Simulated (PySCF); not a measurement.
Highest harmonic wavenumber (cm⁻¹) of eight halogen compounds: PBE-D3(BJ) beside PBE0-D3(BJ), computed with PySCF for isolated molecules in the bases named; differences from unrounded values. The eight are the first of their class met in an unordered collection, after screening for sound electronic states; none was chosen by its value. Each level has its own optimised geometry.

```json
[
 {"molecule": "C4H7F, SMILES C(=C)[C@H](C)F", "basis": "def2-SVP", "PBE0-D3(BJ)": "3281", "PBE-D3(BJ)": "3188", "difference": "-93"},
 {"molecule": "C₅H₄F₂, SMILES C(=C/F)/C(F)=C=C", "basis": "def2-SVP", "PBE0-D3(BJ)": "3245", "PBE-D3(BJ)": "3146", "difference": "-99"},
 {"molecule": "(E)-1,2-dibromo-1-chloroethene (C2HBr2Cl), SMILES Br/C(=C/Br)Cl", "basis": "def2-SVP", "PBE0-D3(BJ)": "3256", "PBE-D3(BJ)": "3165", "difference": "-92"},
 {"molecule": "C3H5Cl2F, SMILES C[C@@H](F)C(Cl)Cl", "basis": "def2-SVP", "PBE0-D3(BJ)": "3188", "PBE-D3(BJ)": "3097", "difference": "-91"},
 {"molecule": "C₃H₇Cl, SMILES CCCCl", "basis": "def2-SVP", "PBE0-D3(BJ)": "3171", "PBE-D3(BJ)": "3075", "difference": "-96"},
 {"molecule": "1,1-difluorobut-1-ene (C₄H₆F₂), SMILES CCC=C(F)F", "basis": "def2-SVP", "PBE0-D3(BJ)": "3223", "PBE-D3(BJ)": "3130", "difference": "-92"},
 {"molecule": "1,1-difluorobuta-1,3-diene (C4H4F2), SMILES C=CC=C(F)F", "basis": "def2-SVP", "PBE0-D3(BJ)": "3275", "PBE-D3(BJ)": "3182", "difference": "-92"},
 {"molecule": "2-fluoro-3-methylbuta-1,3-diene (C5H7F), SMILES C=C(C(=C)F)C", "basis": "def2-SVP", "PBE0-D3(BJ)": "3319", "PBE-D3(BJ)": "3227", "difference": "-92"}
]
```

PBE-D3(BJ) lies below PBE0-D3(BJ) in 8 and above it in 0 of the eight; the mean signed difference is -93 and the largest -99 cm⁻¹.
